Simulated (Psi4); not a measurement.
Job for Psi4: SAPT0/jun-cc-pV(D+d)Z on H7NO2Si (a complex), monomers drawn apart or pushed together.

```
memory 1837 MB

molecule dimer {
0 1
O    -0.04742771    1.04059696    1.31714254
Si   -0.63688943    0.35662861   -0.03988783
O     0.39431490    0.50732271   -1.31815438
H     0.11139915    0.46930399    2.10347644
H    -1.86126226    1.04050751   -0.49612203
H    -0.91253385   -1.08148378    0.23563361
H     1.31175691    0.25786759   -1.18255999
--
0 1
N     0.29938689   -0.55418352    3.39695226
H    -0.03206497   -1.49274878    3.20305382
H     1.25952373   -0.62483153    3.71453749
H    -0.25218316   -0.18572018    4.16386055
units angstrom
symmetry c1
no_reorient
no_com
}

set {
  basis jun-cc-pV(D+d)Z
  scf_type df
  freeze_core true
}

energy('sapt0')
```

The log:

```
[...]
==> Input File <==

--------------------------------------------------------------------------
memory 1837 MB

molecule dimer {
0 1
O    -0.04742771    1.04059696    1.31714254
Si   -0.63688943    0.35662861   -0.03988783
O     0.39431490    0.50732271   -1.31815438
H     0.11139915    0.46930399    2.10347644
H    -1.86126226    1.04050751   -0.49612203
H    -0.91253385   -1.08148378    0.23563361
H     1.31175691    0.25786759   -1.18255999
--
0 1
N     0.29938689   -0.55418352    3.39695226
H    -0.03206497   -1.49274878    3.20305382
H     1.25952373   -0.62483153    3.71453749
H    -0.25218316   -0.18572018    4.16386055
units angstrom
symmetry c1
no_reorient
no_com
}

set {
  basis jun-cc-pV(D+d)Z
  scf_type df
  freeze_core true
}

energy('sapt0')
--------------------------------------------------------------------------


   => Loading Basis Set <=

    Name: JUN-CC-PV(D+D)Z
    Role: ORBITAL
    Keyword: BASIS
    atoms 1, 3      entry O          line   256 file jun-cc-pv_dpd_z.gbs
    atoms 2         entry SI         line   566 file jun-cc-pv_dpd_z.gbs
    atoms 4-7, 9-11 entry H          line    60 file jun-cc-pv_dpd_z.gbs
    atoms 8         entry N          line   222 file jun-cc-pv_dpd_z.gbs

   => Loading Basis Set <=

    Name: JUN-CC-PV(D+D)Z
    Role: ORBITAL
    Keyword: BASIS
    atoms 1, 3      entry O          line   256 file jun-cc-pv_dpd_z.gbs
    atoms 2         entry SI         line   566 file jun-cc-pv_dpd_z.gbs
    atoms 4-7, 9-11 entry H          line    60 file jun-cc-pv_dpd_z.gbs
    atoms 8         entry N          line   222 file jun-cc-pv_dpd_z.gbs


  //>>>>>>>>>>>>>>>>>>>>>>>>>>>>>>>>>>>//
  //              Dimer HF             //
  //<<<<<<<<<<<<<<<<<<<<<<<<<<<<<<<<<<<//

   => Libint2 <=

    Primary   basis highest AM E, G, H:  7, 6, 3
    Auxiliary basis highest AM E, G, H:  7, 7, 4
    Onebody   basis highest AM E, G, H:  -, -, -
    Solid Harmonics ordering:            Gaussian


   => Loading Basis Set <=

    Name: JUN-CC-PV(D+D)Z
    Role: ORBITAL
    Keyword: BASIS
    atoms 1, 3      entry O          line   256 file jun-cc-pv_dpd_z.gbs
    atoms 2         entry SI         line   566 file jun-cc-pv_dpd_z.gbs
    atoms 4-7, 9-11 entry H          line    60 file jun-cc-pv_dpd_z.gbs
    atoms 8         entry N          line   222 file jun-cc-pv_dpd_z.gbs


         ---------------------------------------------------------
                                   SCF
               by Justin Turney, Rob Parrish, Andy Simmonett
                          and Daniel G. A. Smith
                              RHF Reference
                        1 Threads,   1751 MiB Core
         ---------------------------------------------------------

  ==> Geometry <==

    Molecular point group: c1
    Full point group: C1

    Geometry (in Angstrom), charge = 0, multiplicity = 1:

       Center              X                  Y                   Z               Mass
    ------------   -----------------  -----------------  -----------------  -----------------
         O           -0.047427710000     1.040596960000     1.317142540000    15.994914619570
         SI          -0.636889430000     0.356628610000    -0.039887830000    27.976926534650
         O            0.394314900000     0.507322710000    -1.318154380000    15.994914619570
         H            0.111399150000     0.469303990000     2.103476440000     1.007825032230
         H           -1.861262260000     1.040507510000    -0.496122030000     1.007825032230
         H           -0.912533850000    -1.081483780000     0.235633610000     1.007825032230
         H            1.311756910000     0.257867590000    -1.182559990000     1.007825032230
         N            0.299386890000    -0.554183520000     3.396952260000    14.003074004430
         H           -0.032064970000    -1.492748780000     3.203053820000     1.007825032230
         H            1.259523730000    -0.624831530000     3.714537490000     1.007825032230
         H           -0.252183160000    -0.185720180000     4.163860550000     1.007825032230

  Running in c1 symmetry.

  Rotational constants: A =      0.30841  B =      0.05875  C =      0.05558 [cm^-1]
  Rotational constants: A =   9245.86535  B =   1761.26889  C =   1666.17941 [MHz]
  Nuclear repulsion =  182.252259982419019

  Charge       = 0
  Multiplicity = 1
  Electrons    = 44
  Nalpha       = 22
  Nbeta        = 22

  ==> Algorithm <==

  SCF Algorithm Type is DF.
  DIIS enabled.
  MOM disabled.
  Fractional occupation disabled.
  Guess Type is SAD.
  Energy threshold   = 1.00e-08
  Density threshold  = 1.00e-08
  Integral threshold = 1.00e-12

  ==> Primary Basis <==

  Basis Set: JUN-CC-PV(D+D)Z
    Blend: JUN-CC-PV(D+D)Z
    Number of shells: 56
    Number of basis functions: 116
    Number of Cartesian functions: 121
    Spherical Harmonics?: true
    Max angular momentum: 2

   => Loading Basis Set <=

    Name: (JUN-CC-PV(D+D)Z AUX)
    Role: JKFIT
    Keyword: DF_BASIS_SCF
    atoms 1
[...]
-99.5101351593801979
    Two-Electron Energy =                  31.3772217224763494
    Total Energy =                        -56.2034071937748934

Computation Completed


Properties will be evaluated at   0.000000,   0.000000,   0.000000 [a0]

Properties computed using the SCF density matrix


 Multipole Moments:

 ------------------------------------------------------------------------------------
     Multipole            Electronic (a.u.)      Nuclear  (a.u.)        Total (a.u.)
 ------------------------------------------------------------------------------------

 L = 1.  Multiply by 2.5417464519 to convert [e a0] to [Debye]
 Dipole X            :         -5.7599138            5.8033184            0.0434046
 Dipole Y            :         11.3080755          -11.6833926           -0.3753172
 Dipole Z            :        -65.3530210           65.8760751            0.5230541
 Magnitude           :                                                    0.6452384

 ------------------------------------------------------------------------------------

  Constructing Basis Sets for SAPT...

   => Loading Basis Set <=

    Name: (JUN-CC-PV(D+D)Z AUX)
    Role: RIFIT
    Keyword: DF_BASIS_SAPT
    atoms 1, 3      entry O          line   188 file jun-cc-pvdz-ri.gbs
    atoms 2         entry SI         line   376 file jun-cc-pvdz-ri.gbs
    atoms 4-7, 9-11 entry H          line    30 file jun-cc-pvdz-ri.gbs
    atoms 8         entry N          line   144 file jun-cc-pvdz-ri.gbs

   => Loading Basis Set <=

    Name: (JUN-CC-PV(D+D)Z AUX)
    Role: JKFIT
    Keyword: DF_BASIS_ELST
    atoms 1, 3      entry O          line   258 file jun-cc-pvdz-jkfit.gbs
    atoms 2         entry SI         line   506 file jun-cc-pvdz-jkfit.gbs
    atoms 4-7, 9-11 entry H          line    70 file jun-cc-pvdz-jkfit.gbs
    atoms 8         entry N          line   202 file jun-cc-pvdz-jkfit.gbs


  //>>>>>>>>>>>>>>>>>>>>>>>>>>>>>>>>>>>//
  //               SAPT0               //
  //<<<<<<<<<<<<<<<<<<<<<<<<<<<<<<<<<<<//



        SAPT0
    Ed Hohenstein
     6 June 2009

      Orbital Information
  --------------------------
    NSO        =       116
    NMO        =       116
    NRI        =       378
    NRI (Elst) =       519
    NOCC A     =        17
    NOCC B     =         5
    FOCC A     =         7
    FOCC B     =         1
    NVIR A     =        99
    NVIR B     =       111

    Elst10,r            =    -0.037076157733 [Eh]
    Exch10              =     0.046601445510 [Eh]
    Exch10 (S^2)        =     0.045248926384 [Eh]

    Maxiter = 50
    CPHF R converge = 1.000000E-08

    Iter     Energy [mEh]          dE [mEh]         Residual      Time [s]
       1      -4.20387221       4.203872207     9.829230e-03             0
       2      -4.79797024       0.594098036     2.907989e-03             0
       3      -4.87015008       0.072179840     6.892448e-04             0
       4      -4.86965716      -0.000492923     1.705450e-04             0
       5      -4.86535226      -0.004304904     3.991034e-05             0
       6      -4.86594031       0.000588058     1.266003e-05             0
       7      -4.86609264       0.000152329     3.564511e-06             0
       8      -4.86608552      -0.000007124     1.080109e-06             0
       9      -4.86606888      -0.000016643     2.449507e-07             0
      10      -4.86607236       0.000003481     5.160129e-08             0
      11      -4.86607225      -0.000000112     1.145629e-08             0
      12      -4.86607216      -0.000000087     1.853439e-09             0

    CHF Iterations converged

    Maxiter = 50
    CPHF R converge = 1.000000E-08

    Iter     Energy [mEh]          dE [mEh]         Residual      Time [s]
       1     -14.33114555      14.331145546     2.252715e-02             0
       2     -18.35304070       4.021895155     6.585357e-03             0
       3     -18.54470424       0.191663539     1.872657e-03             0
       4     -18.47625125      -0.068452989     4.156695e-04             0
       5     -18.46562132      -0.010629935     9.612975e-05             0
       6     -18.47014922       0.004527902     1.284434e-05             0
       7     -18.46972090      -0.000428318     2.256894e-06             0
       8     -18.46976690       0.000046001     4.822176e-07             0
       9     -18.46976109      -0.000005811     8.684496e-08             0
      10     -18.46976151       0.000000417     1.223159e-08             0
      11     -18.46976155       0.000000046     1.670896e-09             0

    CHF Iterations converged

    Ind20,r (A<-B)      =    -0.004866072158 [Eh]
    Ind20,r (B<-A)      =    -0.018469761553 [Eh]
    Ind20,r             =    -0.023335833711 [Eh]
    Exch-Ind20,r (A<-B) =     0.003033876009 [Eh]
    Exch-Ind20,r (B<-A) =     0.010893050881 [Eh]
    Exch-Ind20,r        =     0.013926926890 [Eh]
    Disp20              =    -0.009103098500 [Eh]
    Disp20 (SS)         =    -0.004551549250 [Eh]
    Disp20 (OS)         =    -0.004551549250 [Eh]
    Exch-Disp20         =     0.002400233030 [Eh]
    Exch-Disp20 (SS)    =     0.001432296148 [Eh]
    Exch-Disp20 (OS)    =     0.000967936882 [Eh]

    SAPT Results
  --------------------------------------------------------------------------------------------------------
    Electrostatics                -37.07615773 [mEh]     -23.26564023 [kcal/mol]     -97.34343872 [kJ/mol]
      Elst10,r                    -37.07615773 [mEh]     -23.26564023 [kcal/mol]     -97.34343872 [kJ/mol]

    Exchange                       46.60144551 [mEh]      29.24284855 [kcal/mol]     122.35207833 [kJ/mol]
      Exch10                       46.60144551 [mEh]      29.24284855 [kcal/mol]     122.35207833 [kJ/mol]
      Exch10(S^2)                  45.24892638 [mEh]      28.39412998 [kcal/mol]     118.80103986 [kJ/mol]

    Induction                     -16.66336689 [mEh]     -10.45642059 [kcal/mol]     -43.74966374 [kJ/mol]
      Ind20,r                     -23.33583371 [mEh]     -14.64345673 [kcal/mol]     -61.26822297 [kJ/mol]
      Exch-Ind20,r                 13.92692689 [mEh]       8.73927856 [kcal/mol]      36.56514151 [kJ/mol]
      delta HF,r (2)               -7.25446007 [mEh]      -4.55224242 [kcal/mol]     -19.04658229 [kJ/mol]

    Dispersion                     -6.70286547 [mEh]      -4.20611158 [kcal/mol]     -17.59837087 [kJ/mol]
      Disp20                       -9.10309850 [mEh]      -5.71228055 [kcal/mol]     -23.90018182 [kJ/mol]
      Exch-Disp20                   2.40023303 [mEh]       1.50616897 [kcal/mol]       6.30181095 [kJ/mol]
      Disp20 (SS)                  -4.55154925 [mEh]      -2.85614027 [kcal/mol]     -11.95009091 [kJ/mol]
      Disp20 (OS)                  -4.55154925 [mEh]      -2.85614027 [kcal/mol]     -11.95009091 [kJ/mol]
      Exch-Disp20 (SS)              1.43229615 [mEh]       0.89877940 [kcal/mol]       3.76049302 [kJ/mol]
      Exch-Disp20 (OS)              0.96793688 [mEh]       0.60738956 [kcal/mol]       2.54131793 [kJ/mol]

  Total HF                         -7.13807911 [mEh]      -4.47921227 [kcal/mol]     -18.74102413 [kJ/mol]
  Total SAPT0                     -13.84094458 [mEh]      -8.68532385 [kcal/mol]     -36.33939500 [kJ/mol]

  Special recipe for scaled SAPT0 (see Manual):
    Electrostatics sSAPT0         -37.07615773 [mEh]     -23.26564023 [kcal/mol]     -97.34343872 [kJ/mol]
    Exchange sSAPT0                46.60144551 [mEh]      29.24284855 [kcal/mol]     122.35207833 [kJ/mol]
    Induction sSAPT0              -15.37681187 [mEh]      -9.64909513 [kcal/mol]     -40.37181401 [kJ/mol]
    Dispersion sSAPT0              -6.48113444 [mEh]      -4.06697326 [kcal/mol]     -17.01621613 [kJ/mol]
  Total sSAPT0                    -12.33265853 [mEh]      -7.73886007 [kcal/mol]     -32.37939052 [kJ/mol]
  --------------------------------------------------------------------------------------------------------



*** Psi4 exiting successfully. Buy a developer a beer!
```

The run finished.

Cost: about 6 core-seconds (a rough figure).
